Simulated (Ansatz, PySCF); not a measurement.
Spin states of H2O2W (SMILES [OH][W][OH]), each relaxed with B3LYP-D3(BJ)/def2-TZVP.
State 1 (charge 0, multiplicity 3):
```xyz
5

W     -0.0104     0.0058    -0.0111
O      1.3237     0.2571    -1.2438
H      2.0184     0.3880    -1.8862
O     -1.3450    -0.2452     1.2212
H     -2.0404    -0.3759     1.8628
```
State 2 (charge 0, multiplicity 5):
```xyz
5

W      0.32538     0.32874     0.41770
O      1.50846     0.04907    -1.07833
H      1.34202     0.37447    -1.97102
O     -1.15046    -0.45206     1.38103
H     -2.07907    -0.27048     1.19361
```

Singlets are restricted, other states unrestricted; no spin–orbit coupling, no relativity up to Kr; see below for the cores. The largest T1 diagnostic is 0.022.

Correlated levels freeze the inner cores; with def2 sets outer-core shells near the valence are correlated too. CBS: X⁻³ extrapolation of the correlation energy, Hartree–Fock from the larger set.

Run with Ansatz (a first-principles code); PySCF for the dispersion terms.  In def2 rows elements past Kr take small-core potentials, without spin–orbit coupling.

```json
[
 {"level": "PBE/def2-TZVPP", "energy of the multiplicity-5 state less that of the multiplicity-3 state (kJ/mol)": "43.7"},
 {"level": "PBE-D4/def2-TZVPP", "energy of the multiplicity-5 state less that of the multiplicity-3 state (kJ/mol)": "43.7"},
 {"level": "BLYP/def2-TZVPP", "energy of the multiplicity-5 state less that of the multiplicity-3 state (kJ/mol)": "75.4"},
 {"level": "r2SCAN-D3(BJ)/def2-TZVPP", "energy of the multiplicity-5 state less that of the multiplicity-3 state (kJ/mol)": "8.5"},
 {"level": "B3LYP-D4/def2-TZVPP", "energy of the multiplicity-5 state less that of the multiplicity-3 state (kJ/mol)": "66.6"},
 {"level": "PBE0/def2-TZVPP", "energy of the multiplicity-5 state less that of the multiplicity-3 state (kJ/mol)": "29.7"},
 {"level": "PBE0-D4/def2-TZVPP", "energy of the multiplicity-5 state less that of the multiplicity-3 state (kJ/mol)": "29.7"},
 {"level": "CCSD/def2-SVP", "energy of the multiplicity-5 state less that of the multiplicity-3 state (kJ/mol)": "…"},
 {"level": "CCSD(T)/CBS(def2-SVP, def2-TZVPP)", "energy of the multiplicity-5 state less that of the multiplicity-3 state (kJ/mol)": "…"}
]
```

Task: Fill in the missing entries.

Result: 
- CCSD/def2-SVP, energy of the multiplicity-5 state less that of the multiplicity-3 state (kJ/mol): 51.7
- CCSD(T)/CBS(def2-SVP, def2-TZVPP), energy of the multiplicity-5 state less that of the multiplicity-3 state (kJ/mol): 58.5
